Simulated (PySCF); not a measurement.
# Deuteron quadrupole couplings in `CC#CC1=COC=CO1`

C7H6O2.
Geometry (GFN2-xTB, Å), atoms numbered from 1 in this order:
```xyz
15
C7H6O2 angstrom
C     -3.549    0.516   -0.237
C     -2.128    0.289   -0.138
C     -0.950    0.059   -0.049
C      0.445   -0.128    0.040
C      1.000   -1.313    0.296
O      2.360   -1.538    0.393
C      3.096   -0.380    0.191
C      2.556    0.800   -0.064
O      1.201    1.036   -0.162
H     -3.755    1.227   -1.037
H     -3.928    0.921    0.702
H     -4.062   -0.420   -0.451
H      0.420   -2.206    0.450
H      4.155   -0.549    0.265
H      3.134    1.694   -0.220
```

Level: PBE0/pcSseg-1 (PySCF, non-relativistic); Q(2H) = 0.00286 b; rigid geometry, the same for H and D, with no vibrational averaging.

Problem. Tabulate Vzz, the asymmetry η and χzz = 234.96 MHz × Q × Vzz for every hydrogen position.

Solution. 
```json
{"atom": "H10", "bonded to": "C1", "bond length (Å)": "1.090", "Vzz (au)": "0.3083", "η": "0.02", "χzz (kHz)": "207"}
{"atom": "H11", "bonded to": "C1", "bond length (Å)": "1.090", "Vzz (au)": "0.3075", "η": "0.02", "χzz (kHz)": "207"}
{"atom": "H12", "bonded to": "C1", "bond length (Å)": "1.090", "Vzz (au)": "0.3087", "η": "0.03", "χzz (kHz)": "207"}
{"atom": "H13", "bonded to": "C5", "bond length (Å)": "1.076", "Vzz (au)": "0.3289", "η": "0.12", "χzz (kHz)": "221"}
{"atom": "H14", "bonded to": "C7", "bond length (Å)": "1.075", "Vzz (au)": "0.3328", "η": "0.12", "χzz (kHz)": "224"}
{"atom": "H15", "bonded to": "C8", "bond length (Å)": "1.076", "Vzz (au)": "0.3302", "η": "0.12", "χzz (kHz)": "222"}
```

Geometry: GFN2-xTB; no solvent, vibrations or thermal averaging. GFN2-xTB bond lengths can be off by several hundredths of an ångström, more for odd bonds, and the gradients follow them. These gradients aren't converged with respect to the basis.

These values come from a run that also computed NMR shieldings. Hardware: one thread of an Arm Neoverse V1 (shared host). Cost: 22 s wall.
